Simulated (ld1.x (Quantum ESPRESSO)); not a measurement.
Transferability test, TM potential for Cr (Z = 24)

ld1.x (Quantum ESPRESSO) 7.5 input, shortened:

```
&input
   title='Cr', zed=24., rel=0, dft='PW91', iswitch=3,
   config='[Ar] 3d5 4s1 4p0'
 /
 &inputp
   pseudotype=2, tm=.true., lloc=1,
   nlcc=.true., rcore=1.40
 /
3
4S  1  0   1.00   0.00  2.90  2.90  0.0
3D  3  2   5.00   0.00  1.85  1.85  0.0
4P  2  1   0.00   0.00  3.75  3.75  0.0
 &test
   configts(1)='3d5 4s1 4p0'
 /
```

Energies are relative to the spin-unpolarised reference configuration 3d5 4s1 4p0; without spin polarisation the order of configurations can differ from experiment.

Question: Give the all-electron excitation energy and the error of the potential for: 3d5 4s0 4p0; 3d4 4s0 4p0; 3d3 4s0 4p0; 3d6 4s0 4p0; 3d4 4s1 4p0; 3d5 4s0 4p1; 3d4 4s2 4p0.

Answer:

```
valence configuration  charge  ΔE all-electron (eV)  error AE − PS (meV)
          3d5 4s0 4p0      +1                 6.811                  -13
          3d4 4s0 4p0      +2                23.039                 -306
          3d3 4s0 4p0      +3                54.071                -1437
          3d6 4s0 4p0       0                 1.572                 -102
          3d4 4s1 4p0      +1                 8.189                 -288
          3d5 4s0 4p1       0                 3.046                 -1.4
          3d4 4s2 4p0       0                 0.141                 -254
```

Levels in the configuration 3d3 4s0 4p0:

```json
{"level": "3d", "all-electron (eV)": "-39.454", "pseudo (eV)": "-40.979"}
```

Note: ghost state, extra bound levels that the all-electron valence spectrum of the same l lacks: s at -63.8 eV. A true bound ghost makes a file unfit for plane-wave use.
